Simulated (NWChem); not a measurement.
System: C4H6O; SMILES O=CCC=C

NWChem input:

```
start job
memory heap 200 mb stack 900 mb global 1100 mb
geometry units angstroms noautosym nocenter noautoz
  C     -0.310581     2.267363     0.110565
  C      0.110013     1.144606    -0.474049
  C      0.663620    -0.052973     0.258380
  C     -0.322262    -1.214667     0.226160
  O     -0.091152    -2.300512    -0.253710
  H     -0.253342     2.409705     1.187959
  H     -0.718851     3.092022    -0.467221
  H      0.036031     1.043018    -1.556720
  H      0.839475     0.207144     1.311980
  H      1.605697    -0.399657    -0.180896
  H     -1.312192    -0.984654     0.680897
end
basis spherical
  * library 6-31g*
end
dft
  xc b3lyp
  iterations 150
end
cosmo
  do_cosmo_smd true
  solvent toluene
end
task dft energy
```

Excerpt of the output:

```
             Northwest Computational Chemistry Package (NWChem) 7.3.0
             --------------------------------------------------------

                             Geometry "geometry" -> ""
                             -------------------------

 Output coordinates in angstroms (scale by  1.889725989 to convert to a.u.)

  No.       Tag          Charge          X              Y              Z
 ---- ---------------- ---------- -------------- -------------- --------------
    1 C                    6.0000    -0.31058100     2.26736300     0.11056500
    2 C                    6.0000     0.11001300     1.14460600    -0.47404900
    3 C                    6.0000     0.66362000    -0.05297300     0.25838000
    4 C                    6.0000    -0.32226200    -1.21466700     0.22616000
    5 O                    8.0000    -0.09115200    -2.30051200    -0.25371000
    6 H                    1.0000    -0.25334200     2.40970500     1.18795900
    7 H                    1.0000    -0.71885100     3.09202200    -0.46722100
    8 H                    1.0000     0.03603100     1.04301800    -1.55672000
    9 H                    1.0000     0.83947500     0.20714400     1.31198000
   10 H                    1.0000     1.60569700    -0.39965700    -0.18089600
   11 H                    1.0000    -1.31219200    -0.98465400     0.68089700

 Effective nuclear repulsion energy (a.u.)     154.7452127436

                                 NWChem DFT Module
                                 -----------------

 Summary of "ao basis" -> "ao basis" (spherical)
 ------------------------------------------------------------------------------
       Tag                 Description            Shells   Functions and Types
 ---------------- ------------------------------  ------  ---------------------
 C                           6-31g*                  6       14   3s2p1d
 O                           6-31g*                  6       14   3s2p1d
 H                           6-31g*                  2        2   2s

 in cosmo_initialize ...
 calling solv_data for solv:toluene

 solvent parameters
 solvname_short: toluene
 solvname_long:  toluene
 dielec:        2.3741
 dielecinf:     2.2383
 nonaqueous SMD model solvent descriptors
 dielec:        2.3741
 sola:          0.0000
 solb:          0.1400
 solc:          0.8570
 solg:         40.2000
 solh:          0.0000
 soln:          1.4961

          ---------------
          -cosmo- solvent
          ---------------
 Cosmo: York-Karplus, doi: 10.1021/jp992097l
 dielectric constant -eps-     =   2.37
 screen = (eps-1)/(eps    )    =   0.57879
 surface charge correction     = lagrangian

   van der Waals surface
 --------------------------

[...]

                                COSMO-SMD solvation results
                                ---------------------------

             internal energy in gas <Psi(g)|H|Psi(g)> =      -231.215353241361
         internal energy in solvent <Psi(s)|H|Psi(s)> =      -231.215094167755
                               delta internal energy  =         0.000259073606 (    0.16 kcal/mol)
   total free energy in solvent <Psi(s)|H+V/2|Psi(s)> =      -231.219339853717
 polarization energy contribution <Psi(s)|V/2|Psi(s)> =        -0.004245685963 (   -2.66 kcal/mol)
    total free energy in solvent including G(SMD-CDS) =      -231.222353506703
                       G(SMD-CDS) energy contribution =        -0.003013652985 (   -1.89 kcal/mol)
     1 M fixed-concentration free energy of solvation =        -0.007000265342 (   -4.39 kcal/mol)

                       DFT Final Molecular Orbital Analysis
                       ------------------------------------

 Vector   17  Occ=2.000000D+00  E=-3.476892D-01
              MO Center=  7.1D-02,  4.6D-01, -1.1D-01, r^2= 4.2D+00
   Bfn.  Coefficient  Atom+Function         Bfn.  Coefficient  Atom+Function
  ----- ------------  ---------------      ----- ------------  ---------------
    19      0.262402   2 C  pz               61      0.254962   5 O  pz
    33     -0.225893   3 C  pz               76     -0.189799   8 H  s
     5     -0.185610   1 C  pz               75     -0.180598   8 H  s
    65      0.170754   5 O  pz               78     -0.152504   9 H  s
    72     -0.151328   6 H  s                71     -0.137295   6 H  s

 Vector   18  Occ=2.000000D+00  E=-2.780001D-01
              MO Center= -7.0D-02,  7.1D-01, -1.6D-01, r^2= 4.0D+00
   Bfn.  Coefficient  Atom+Function         Bfn.  Coefficient  Atom+Function
  ----- ------------  ---------------      ----- ------------  ---------------
    17      0.339074   2 C  px                3      0.293248   1 C  px
    59      0.275942   5 O  px               21      0.219733   2 C  px
     7      0.215567   1 C  px               63      0.190747   5 O  px
     4      0.158155   1 C  py               34     -0.127501   3 C  s
    61     -0.120104   5 O  pz               48      0.114756   4 C  s

 Vector   19  Occ=2.000000D+00  E=-2.474367D-01
              MO Center= -1.6D-01, -8.5D-01, -2.7D-02, r^2= 4.0D+00
   Bfn.  Coefficient  Atom+Function         Bfn.  Coefficient  Atom+Function
  ----- ------------  ---------------      ----- ------------  ---------------
    59      0.446726   5 O  px               63      0.325551   5 O  px
    82      0.259528  11 H  s                34     -0.232849   3 C  s
     3     -0.211896   1 C  px               32      0.175873   3 C  py
     7     -0.164044   1 C  px               60      0.158554   5 O  py
    31      0.155277   3 C  px               81      0.154349  11 H  s

 Vector   20  Occ=0.000000D+00  E=-3.007570D-02
              MO Center= -1.8D-01, -7.6D-01,  6.7D-02, r^2= 3.5D+00
   Bfn.  Coefficient  Atom+Function         Bfn.  Coefficient  Atom+Function
  ----- ------------  ---------------      ----- ------------  ---------------
    51      0.448538   4 C  pz               47      0.398742   4 C  pz
    65     -0.348710   5 O  pz               61     -0.339560   5 O  pz
     7     -0.268079   1 C  px               21      0.242836   2 C  px
     3     -0.190185   1 C  px               78     -0.180236   9 H  s
    45      0.171711   4 C  px               17      0.169355   2 C  px

 Vector   21  Occ=0.000000D+00  E= 2.343428D-02
              MO Center= -1.0D-01,  9.8D-01, -1.2D-01, r^2= 3.5D+00
   Bfn.  Coefficient  Atom+Function         Bfn.  Coefficient  Atom+Function
  ----- ------------  ---------------      ----- ------------  ---------------
     7      0.490208   1 C  px               21     -0.469468   2 C  px
    17     -0.353759   2 C  px                3      0.327852   1 C  px
    22     -0.267184   2 C  py                8      0.242309   1 C  py
    47      0.225939   4 C  pz               51      0.214811   4 C  pz
    48     -0.212926   4 C  s                18     -0.210277   2 C  py

 Vector   22  Occ=0.000000D+00  E= 1.184242D-01
              MO Center=  2.0D-01,  1.4D+00, -1.9D-01, r^2= 5.8D+00
   Bfn.  Coefficient  Atom+Function         Bfn.  Coefficient  Atom+Function
  ----- ------------  ---------------      ----- ------------  ---------------
    34      1.113975   3 C  s                74     -1.062913   7 H  s
     6      0.987973   1 C  s                20      0.901311   2 C  s
    80     -0.904199  10 H  s                76     -0.873849   8 H  s
    78     -0.724264   9 H  s                72     -0.605464   6 H  s
     8      0.560399   1 C  py               35      0.530085   3 C  px

     Multipole analysis of the density
     ---------------------------------

     L   x y z        total         alpha         beta         nuclear
     -   - - -        -----         -----         ----         -------
     0   0 0 0     -0.000000    -19.000000    -19.000000     38.000000

     1   1 0 0     -0.041769     -0.316005     -0.316005      0.590241
     1   0 1 0      1.025991      0.674136      0.674136     -0.322281
     1   0 0 1      0.368885      0.493738      0.493738     -0.618592

     2   2 0 0    -22.401505    -28.288960    -28.288960     34.176414
     2   1 1 0     -0.647856      2.578918      2.578918     -5.805692
     2   1 0 1      0.085438     -0.231929     -0.231929      0.549297
     2   0 2 0    -27.493306   -205.766113   -205.766113    384.038919
     2   0 1 1     -1.177962     -1.759181     -1.759181      2.340400
     2   0 0 2    -20.655105    -26.244927    -26.244927     31.834748
```

Level: B3LYP/6-31G* (spherical d), SMD on the gas-phase geometry. The geometry was optimised at B3LYP/6-31G* (spherical d). B3LYP is NWChem's, with the RPA form of VWN correlation. Solvent: toluene.
